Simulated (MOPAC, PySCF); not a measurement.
H7BSi2, SMILES `B[SiH2][SiH3]` (H–B–Si–Si torsion 86°), neutral singlet in the gas phase. 

Z-matrix (Å, degrees):
```
Si
H 1 1.4980
H 1 1.4981 2 109.61
B 1 1.9802 2 116.59 3 -135.28
H 4 1.2019 1 120.62 2 -27.66
H 4 1.2019 5 118.22 1 172.58
Si 1 2.3714 2 106.53 3 114.85
H 7 1.4957 1 110.59 2 -177.63
H 7 1.4961 8 108.75 1 121.76
H 7 1.4978 8 108.73 9 118.20
```
Charge 0, multiplicity 1.

All levels are single points at this geometry (PBE-D3(BJ)/def2-TZVP); Pople sets use spherical d functions. Orbital energies aren't observables, and empty levels follow the basis.

```csv
level,HOMO (eV),LUMO (eV),gap (eV),dipole (D),"vertical IE, Delta-SCF (eV)"
PBE-D3(BJ)/def2-TZVP in PySCF,-6.84,-3.41,3.44,0.15,9.68
B3LYP/3-21G in PySCF,-7.82,-2.41,5.41,0.15,–
B3LYP/6-311+G** in PySCF,-7.73,-2.64,5.09,0.26,–
B3LYP/6-31G* in PySCF,-7.59,-2.34,5.24,0.27,9.80
B3LYP/LANL2DZ in PySCF,-7.87,-2.45,5.42,0.16,–
BP86/6-31G* in PySCF,-6.83,-3.20,3.63,0.10,–
M06-2X/6-31G* in PySCF,-8.78,-1.27,7.51,0.35,–
SVWN5/6-31G* in PySCF,-6.78,-3.36,3.42,0.05,9.77
HF/3-21G in PySCF,-10.38,1.24,11.63,0.55,–
HF/6-31G* in PySCF,-10.29,1.42,11.71,0.65,9.17
AM1 in MOPAC,-10.30,-1.12,9.18,0.10,–
PM6 in MOPAC,-8.69,-1.34,7.36,0.26,–
PM7 in MOPAC,-10.15,-0.93,9.22,0.36,–
```
